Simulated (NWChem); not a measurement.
# C₂H₆N, doublet; SMILES CC[NH]

```xyz
9

C      0.2529    -1.2027     0.0000
C     -0.4953     0.1167     0.0000
N      0.3825     1.2443     0.0000
H     -0.4399    -2.0576     0.0000
H      0.8985    -1.2794     0.8876
H      0.8985    -1.2794    -0.8876
H     -1.1825     0.1697    -0.8740
H     -1.1825     0.1697     0.8740
H     -0.2153     2.0830     0.0000
```
Atoms are numbered in this order, from 1.

Computed with NWChem. Spin-unrestricted. In the optimisation the excess spin sits in a" (Cs, its own frame). The geometry was optimised at PBE0/def2-SVP, spin-unrestricted. No stability test was run on the SCF state. Total energies compare along this basis series because the functional is fixed.

| level | basis functions | energy (Ha) | highest occupied level (eV) | lowest empty minus highest occupied level, either spin (eV) | dipole (D) | <S²> |
|---|---|---|---|---|---|---|
| B3LYP/cc-pVDZ | 72 | -134.5125 | … | … | … | 0.753 |
| B3LYP/aug-cc-pVDZ | 123 | -134.5287 | -7.36 | 4.61 | 1.91 | 0.754 |
| B3LYP/cc-pVTZ | 174 | -134.5634 | -7.27 | 4.75 | 1.83 | 0.754 |

**Question.** Fill in the missing entries.

**Answer.** 
- B3LYP/cc-pVDZ, highest occupied level (eV): -7.03
- B3LYP/cc-pVDZ, lowest empty minus highest occupied level, either spin (eV): 4.88
- B3LYP/cc-pVDZ, dipole (D): 1.71
